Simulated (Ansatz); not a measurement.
Ti2O4⁻. Total charge -1; doublet. Geometry PBE-D4/def2-SVPD; atoms count from 1.

```xyz
6

Ti    0.6445    0.9046    0.7714
Ti   -0.6440   -0.9044   -0.7710
O     0.3057    2.4203    1.3931
O     0.5004    0.5452   -1.0569
O    -0.4992   -0.5455    1.0574
O    -0.3074   -2.4202   -1.3939
```

Another isomer (doublet) lies 0.04 eV lower at PBE0-D4/def2-TZVPD; other spin states weren't run for this one.

Problem. Estimate the Mulliken populations from the PBE0/def2-TZVPD orbitals of Ansatz.

Solution. 
```tsv
atom	charge (e)	spin (α − β)	d electrons
Ti1	1.49	0.64	2.22
Ti2	1.49	0.63	2.22
O3	-0.90	-0.06	–
O4	-1.09	-0.08	–
O5	-1.09	-0.08	–
O6	-0.90	-0.06	–
```
Mulliken values depend strongly on the basis. With diffuse functions, as here, like atoms can get unlike values, and bond orders can come out too low or too high.

Problem. Where does the spin sit?

Solution. Summed by element: Ti 1.27, O -0.27, of 1 unpaired in all. Largest on single atoms: Ti1 0.64, Ti2 0.63, O4 -0.08.

Problem. And the Mayer bond orders between heavy atoms (over 0.3)?

Solution. Ti1–Ti2 0.57 (2.70 Å); Ti1–O3 1.62 (1.67 Å); Ti1–O4 0.65 (1.87 Å); Ti1–O5 0.65 (1.87 Å); Ti2–O4 0.65 (1.87 Å); Ti2–O5 0.65 (1.87 Å); Ti2–O6 1.62 (1.67 Å).
